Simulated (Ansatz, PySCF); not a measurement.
Gas-phase reaction in SMILES: [CH2-][GeH2][CH3] -> [CH3][GeH-][CH3]
Geometries: B3LYP-D3(BJ)/def2-TZVP minima from Ansatz (a quantum-chemistry and plane-wave program), one conformer each, not searched for the lowest.

Quantity: isomerisation energy (0 K, with B3LYP-D3(BJ) harmonic zero-point energies from PySCF), in kcal/mol. Correlated levels leave the core frozen unless marked. Spin-orbit coupling is left out. Frozen are the shells of the preceding noble gas and the d and f shells that filled before the atom's block. Non-relativistic. Anions need diffuse functions: aug- sets have them; def2-D sets add few; the other sets have none. CBS marks a two-point X^-3 extrapolation of the correlation energy; Hartree-Fock from the larger set. The bracket is a focal-point correction in the basis named.

```json
[
 {"level": "PBE/def2-TZVPD", "program": "Ansatz", "isomerisation energy (kcal/mol)": "-25.0", "minus last row": "-1.3"},
 {"level": "BLYP/def2-TZVPD", "program": "Ansatz", "isomerisation energy (kcal/mol)": "-26.2", "minus last row": "-2.5"},
 {"level": "B97M-V/def2-TZVPD", "program": "Ansatz", "isomerisation energy (kcal/mol)": "-21.8", "minus last row": "1.9"},
 {"level": "B3LYP/def2-TZVPD", "program": "Ansatz", "isomerisation energy (kcal/mol)": "-26.3", "minus last row": "-2.6"},
 {"level": "PBE0-D4/def2-TZVPD", "program": "Ansatz + dftd4", "isomerisation energy (kcal/mol)": "-25.4", "minus last row": "-1.7"},
 {"level": "PBE0/def2-QZVPP", "program": "Ansatz", "isomerisation energy (kcal/mol)": "-25.5", "minus last row": "-1.8"},
 {"level": "r2SCANh-D4/def2-TZVPD", "program": "Ansatz + dftd4", "isomerisation energy (kcal/mol)": "-24.9", "minus last row": "-1.2"},
 {"level": "HSE06/def2-TZVPD", "program": "Ansatz", "isomerisation energy (kcal/mol)": "-25.2", "minus last row": "-1.5"},
 {"level": "wB97X-V/def2-TZVPD", "program": "Ansatz", "isomerisation energy (kcal/mol)": "-24.5", "minus last row": "-0.8"},
 {"level": "B2GP-PLYP-D4/def2-TZVPD", "program": "Ansatz + dftd4", "isomerisation energy (kcal/mol)": "-24.6", "minus last row": "-0.9"},
 {"level": "B2PLYP-D3(BJ)/def2-TZVPD", "program": "Ansatz + dftd3", "isomerisation energy (kcal/mol)": "-25.1", "minus last row": "-1.4"},
 {"level": "MP2/6-31G", "program": "Ansatz", "isomerisation energy (kcal/mol)": "-36.8", "minus last row": "-13.1"},
 {"level": "MP2/6-31G*", "program": "Ansatz", "isomerisation energy (kcal/mol)": "-34.0", "minus last row": "-10.3"},
 {"level": "MP2/cc-pVQZ", "program": "Ansatz", "isomerisation energy (kcal/mol)": "-23.7", "minus last row": "0.0"},
 {"level": "MP2/CBS(aug-cc-pVTZ,aug-cc-pVQZ)", "program": "Ansatz", "isomerisation energy (kcal/mol)": "-22.2", "minus last row": "1.5"},
 {"level": "SCS-MP2/STO-3G", "program": "Ansatz", "isomerisation energy (kcal/mol)": "-49.5", "minus last row": "-25.8"},
 {"level": "CCSD/cc-pVQZ", "program": "Ansatz", "isomerisation energy (kcal/mol)": "-25.7", "minus last row": "-2.0"},
 {"level": "CCSD(T)/6-31G", "program": "Ansatz", "isomerisation energy (kcal/mol)": "-37.7", "minus last row": "-14.0"},
 {"level": "RI-MP2/CBS(aug-cc-pVTZ,aug-cc-pVQZ)+[CCSD(T)-MP2]/aug-cc-pVDZ", "program": "Ansatz", "isomerisation energy (kcal/mol)": "-23.8", "minus last row": "-0.1"},
 {"level": "RI-MP2/CBS(aug-cc-pVTZ,aug-cc-pVQZ)+[CCSD(T)-MP2]/aug-cc-pVTZ", "program": "Ansatz", "isomerisation energy (kcal/mol)": "-23.9", "minus last row": "-0.2"},
 {"level": "CCSD(T)/CBS(aug-cc-pVTZ,aug-cc-pVQZ)", "program": "Ansatz", "isomerisation energy (kcal/mol)": "-23.7", "minus last row": "0.0"}
]
```
